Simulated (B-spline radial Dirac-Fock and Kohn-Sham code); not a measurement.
Model: the Dirac equation of a negative muon with reduced mass in the field of a spherical finite nucleus, with the Uehling potential to all orders; nuclear polarisation, deformation, hyperfine structure, self-energy, higher-order vacuum polarisation, relativistic recoil and electron screening are left out. Program: a radial finite-basis atomic code. The nuclear charge is a Fermi distribution (skin thickness 2.3 fm).

Question: A muonic atom of atomic mass 126.90 u emits these computed lines: 2p3/2 → 1s1/2 3723 keV, 3d5/2 → 2p3/2 1101 keV, 4f7/2 → 3d5/2 388.3 keV, 5g9/2 → 4f7/2 179.0 keV. Which element is it, and what rms charge radius was used?

Answer: Iodine (Z = 53, nuclide ¹²⁷I); the high transitions hardly feel the nucleus and fix Z. The 2p → 1s line lies 2499 keV below the value for a point nucleus without QED, which for this nuclear model gives a radius near 4.75 fm (4.75 fm was used).
